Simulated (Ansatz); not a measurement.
`FB(F)O[SiH3]` + H₂S → `FB(S)O[SiH3]` + H–F at 400 K and 1 bar (ligand exchange at a B–F bond).

Program: Ansatz. Geometries: PBE0-D4/def2-TZVP. ΔE: electronic, gas phase. CCSD(T)/CBS adds triple-zeta CCSD(T) − MP2 to the extrapolated MP2 energy (def2 sets, frozen cores). This one scheme is used for every species. One conformer a species, not always the lowest.

| species | CCSD(T)/CBS energy (Eh) | H − E (kJ/mol) | S (J/(mol·K)) |
| --- | --- | --- | --- |
| `FB(F)O[SiH3]` | -590.65048 | 134.3 | 370.8 |
| H₂S | -398.97279 | 53.4 | 215.9 |
| `FB(S)O[SiH3]` | -889.19834 | 156.3 | 393.3 |
| H–F | -100.39570 | 36.5 | 182.2 |

H − E and S are ideal-gas, rigid-rotor, harmonic terms from PBE0-D4/def2-TZVP, for one conformer and one mirror image of each species. 1 Eh = 2625.50 kJ/mol, R = 8.31446 J/(mol·K).

Problem. By hand: ΔE, ΔH, ΔS and ΔG.

Solution. ΔE = (-889.19834) + (-100.39570) − (-590.65048) − (-398.97279) = 0.02923 Eh = 76.7 kJ/mol. Δ(H − E) = 156.3 + 36.5 − 134.3 − 53.4 = 5.1, so ΔH = 81.8 kJ/mol. ΔS = 393.3 + 182.2 − 370.8 − 215.9 = -11.2 J/(mol·K). ΔG = 81.8 − 400 × (-11.2)/1000 = 86.3 kJ/mol.

Problem. By hand: the equilibrium constant, and the temperature at which ΔG would vanish if ΔH and ΔS stayed fixed.

Solution. log₁₀ K = −ΔG/(RT ln 10) = -11.3. ΔH and −TΔS have one sign here, so there is no such temperature.

The number of gas molecules stays the same, so ΔS is small and ΔH decides. A doubt of 5 kJ/mol in ΔE shifts log₁₀ K by 0.7 here. Other conformers and mirror images would add mixing entropy, several J/(mol·K) or more a flexible species. Modes under 60 cm⁻¹, often nearly free rotors, make the harmonic entropy too high. These are equilibria of isolated gas molecules and say nothing of rates. Largest T1 diagnostic: 0.013 (customary marks: 0.02 for closed shells, 0.045 for open ones).

ΔS is within the doubt of such terms, so its sign, and with it that verdict, could turn.
